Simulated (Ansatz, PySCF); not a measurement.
Spin states of H4O2Zr (SMILES [OH][ZrH2][OH]), each relaxed with B3LYP-D3(BJ)/def2-TZVP.
State 1 (charge 0, multiplicity 1):
```xyz
7

Zr    -0.43029    -0.14131    -0.18004
O      0.85597     0.69720    -1.32840
H      1.63926     1.11694    -1.68093
O      0.06946    -0.42166     1.64972
H      0.54056    -0.44653     2.48125
H     -0.81981    -1.81556    -0.91174
H     -1.95696     0.93531    -0.17895
```
State 2 (charge 0, multiplicity 3):
| atom | x (Å) | y (Å) | z (Å) |
|---|---|---|---|
| Zr | -0.0485 | -0.0232 | -0.0351 |
| O | 1.0750 | 0.8305 | -1.3676 |
| H | 1.7888 | 1.2675 | -1.8281 |
| O | 0.2293 | -0.4145 | 1.8453 |
| H | 0.5891 | -0.4973 | 2.7263 |
| H | -1.7076 | -0.9871 | -0.8453 |
| H | -2.0278 | -0.2515 | -0.6446 |

Singlets are restricted, other states unrestricted; no spin–orbit coupling, no relativity up to Kr; see below for the cores. The largest T1 diagnostic is 0.020.

Correlated levels freeze the inner cores; with def2 sets outer-core shells near the valence are correlated too. CBS(a, b) extrapolates the correlation energy as X⁻³ and adds the Hartree–Fock energy of set b.

Programs: Ansatz (Gaussian basis) for Hartree–Fock, density functionals and correlated methods; PySCF for the dispersion terms. Each number belongs to the level named beside it. In def2 rows elements past Kr take small-core potentials, without spin–orbit coupling.

PBE/def2-TZVPP gives 34.98 kcal/mol for the energy of the multiplicity-3 state less that of the multiplicity-1 state.

Where do these levels fall relative to PBE: PBE-D3(BJ)/def2-TZVPP, r2SCAN/def2-TZVPP, B3LYP/def2-TZVPP, wB97M-V/def2-TZVPP, B2PLYP/def2-TZVPP, CCSD(T)/CBS(def2-SVP, def2-TZVPP).

PBE-D3(BJ)/def2-TZVPP 0.09; r2SCAN/def2-TZVPP -1.46; B3LYP/def2-TZVPP 3.49; wB97M-V/def2-TZVPP 5.40; B2PLYP/def2-TZVPP 4.00; CCSD(T)/CBS(def2-SVP, def2-TZVPP) 4.69 kcal/mol. 5 of 6 lie above PBE; the widest gap is to wB97M-V/def2-TZVPP.

Ansatz is an electronic-structure program.
